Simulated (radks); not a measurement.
Initial-state core-level shifts of the chromium ion Cr3+ when its valence configuration changes from [Ar] 3d3. Method: scalar-relativistic Kohn-Sham, PBE, spin-polarised, spherical densities, point nucleus; open shells are filled with parallel spins first; computed with a radial shooting solver on a logarithmic mesh with Libxc functionals. Shifts are changes of the shell-averaged eigenvalues in eV (positive: less bound).

\begin{tabular}{lrrrr}
valence & 1s & 2s & 2p & 3s \\ \hline
3d2.5 4s0.5 & -4.300 & -4.909 & -4.860 & -3.922 \\
3d1 4p2 & -20.604 & -23.322 & -23.100 & -18.366 \\
3d2 4p1 & -9.901 & -11.164 & -11.056 & -9.037 \\
3d2.5 4p0.5 & -4.843 & -5.450 & -5.397 & -4.470 \\
3d1.5 4p1.5 & -15.157 & -17.124 & -16.960 & -13.674 \\
3d1.5 4s1 4p0.5 & -14.127 & -16.084 & -15.929 & -12.639 \\
3d2 4s1 & -8.842 & -10.103 & -10.003 & -7.970 \\
3d0.5 4p2.5 & -26.239 & -29.751 & -29.471 & -23.102 \\
\end{tabular}
